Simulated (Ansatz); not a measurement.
`[GeH3][GeH2][GeH2][GeH2][GeH2][GeH3]` + `[OH][GeH3]` → `[GeH3][O][GeH3]` + `[GeH3][GeH2][GeH2][GeH2][GeH3]`  (cleavage of the Ge–Ge bond)

Gas-phase electronic energies from Ansatz, PBE0-D4/def2-TZVP geometries. CCSD(T)/CBS adds triple-zeta CCSD(T) − MP2 to the extrapolated MP2 energy (def2 sets, frozen cores). DFT in def2-TZVPP. B3LYP here is the variant with VWN-RPA as its local correlation; programs differ in this. HSE06 is defined as in plane-wave codes. For Ge outer-core shells are correlated without core-valence functions, which leaves a few kJ/mol of doubt a bond. Scalar relativity is left out up to krypton. One conformer a species, not always the lowest.

| level | ΔE (kJ/mol) | difference from CCSD(T)/CBS |
| --- | --- | --- |
| LDA (SPW92) | 23.8 | 12.3 |
| revPBE-D4 | 20.1 | 8.6 |
| BLYP-D4 | 12.7 | 1.2 |
| r2SCAN-D4 | 11.3 | -0.2 |
| B97M-V | -2.7 | -14.2 |
| PBE0-D4 | 20.7 | 9.2 |
| B3LYP-D4 | 11.5 | 0.0 |
| r2SCANh-D4 | 12.2 | 0.7 |
| r2SCAN0-D4 | 13.1 | 1.6 |
| HSE06-D4 | 20.8 | 9.3 |
| BHLYP-D4 | 6.6 | -4.9 |
| ωB97X-V | 5.1 | -6.4 |
| ωB97M-V | 10.2 | -1.3 |
| B2PLYP | 2.4 | -9.1 |
| PBE-QIDH | 10.7 | -0.8 |
| PBE | 17.3 | 5.8 |
| revPBE | 12.9 | 1.4 |
| BLYP | 2.6 | -8.9 |
| r2SCAN | 9.3 | -2.2 |
| PBE0 | 15.0 | 3.5 |
| B3LYP | 2.3 | -9.2 |
| r2SCANh | 9.9 | -1.6 |
| r2SCAN0 | 10.5 | -1.0 |
| HSE06 | 15.2 | 3.7 |
| LC-ωPBE | 5.6 | -5.9 |
| RPA@PBE/def2-TZVPP | 4.5 | -7.0 |
| HF/def2-SVP | -24.7 | -36.2 |
| MP2/def2-SVP | -6.2 | -17.7 |
| CCSD(T)/def2-SVP | -5.9 | -17.4 |
| HF/def2-TZVPP | -20.2 | -31.7 |
| MP2/def2-TZVPP | 9.8 | -1.7 |
| SCS-MP2/def2-TZVPP | 0.4 | -11.1 |
| CCSD/def2-TZVPP | 6.3 | -5.2 |
| CCSD(T)/def2-TZVPP | 8.8 | -2.7 |
| HF/def2-QZVPP | -23.2 | -34.7 |
| MP2/def2-QZVPP | 10.3 | -1.2 |
| SCS-MP2/def2-QZVPP | 0.3 | -11.2 |
| HF/CBS(def2) | -23.6 | -35.1 |
| MP2/CBS(def2) | 12.5 | 1.0 |
| CCSD/CBS(def2) | 9.1 | -2.4 |
| CCSD(T)/CBS | 11.5 | 0 |

Largest T1 diagnostic among the species: 0.012.

In def2-TZVPP, CCSD(T) changes the Hartree–Fock value by +29.0 kJ/mol (the triples alone add +2.4 kJ/mol) and MP2 by +29.9 kJ/mol. At CCSD(T), def2-SVP lies −17.4 kJ/mol from the extrapolated value and def2-TZVPP −2.7 kJ/mol.
